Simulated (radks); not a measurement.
Values are calculated unless marked as measured or tabulated.
Effect of the nuclear size on the tellurium ion Te42+, [Ne]. Code: a radial shooting solver on a logarithmic mesh with Libxc functionals. Model: Dirac Kohn-Sham, exchange-only LDA, spin-unpolarised, spherical densities, finite nucleus; Fermi nuclear charge, rms radius 4.7423 fm. The rms radius is varied about that value; shifts are against it.

| rms radius (fm) | total energy shift (eV) | density at nucleus (e/bohr^3) | 1s1/2 shift (meV) | 2s1/2 shift (meV) | 2p1/2 shift (meV) | 2p3/2 shift (meV) | 3s1/2 (empty) shift (meV) | 3p1/2 (empty) shift (meV) |
|---|---|---|---|---|---|---|---|---|
| 3.9124 | -1.66 | 2.296e+05 | -713 | -87.2 | 1.82 | 3.74 | -23.5 | 0.292 |
| 4.3534 | -0.811 | 2.255e+05 | -348 | -42.6 | 0.888 | 1.83 | -11.5 | 0.142 |
| 4.7423 | 0 | 2.223e+05 | 0.000 | 0.000 | 0.000 | 0.000 | 0.000 | 0.000 |
| 5.0221 | 0.619 | 2.202e+05 | 266 | 32.5 | -0.678 | -1.40 | 8.75 | -0.109 |
| 5.8093 | 2.52 | 2.15e+05 | 1080 | 132 | -2.75 | -5.68 | 35.6 | -0.441 |

Slopes of the eigenvalues against <r^2> in GHz/fm^2, as finite differences over the two radii next to the reference (eigenvalue slopes, not the field-shift constants of lines): 1s1/2 23700, 2s1/2 2900, 2p1/2 -60.4, 2p3/2 -124, 3s1/2 (empty) 779, 3p1/2 (empty) -9.68.
